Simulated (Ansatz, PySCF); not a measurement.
Reaction (SMILES): Cc1cc[c-]s1 → [CH2-]c1cccs1
Structures are relaxed separately at B3LYP-D3(BJ)/def2-TZVP in Ansatz (an electronic-structure program), one conformer each, not searched for the lowest.

Property: isomerisation energy (enthalpy at 298 K, with B3LYP-D3(BJ) rigid-rotor harmonic-oscillator terms from PySCF), in kcal/mol. Cores are frozen in the correlated levels unless marked. No spin-orbit coupling. Non-relativistic. Anions need diffuse functions: aug- sets have them; def2-D sets add few; the other sets have none. CBS marks a two-point X^-3 extrapolation of the correlation energy; Hartree-Fock from the larger set. The bracket is a focal-point correction in the basis named.

RI-MP2/CBS(aug-cc-pV(T+d)Z,aug-cc-pV(Q+d)Z)+[CCSD(T)-MP2]/aug-cc-pV(D+d)Z (Ansatz) gives -2.1 kcal/mol.

Another calculation gave -4.1 kcal/mol. Which level was it?
A. BLYP/def2-TZVPD (Ansatz)
B. LC-wPBE/def2-TZVPD (Ansatz)
C. HF/def2-TZVPD (PySCF)

B, LC-wPBE/def2-TZVPD (Ansatz). The others give -6.7 (BLYP), -1.5 (HF) kcal/mol.
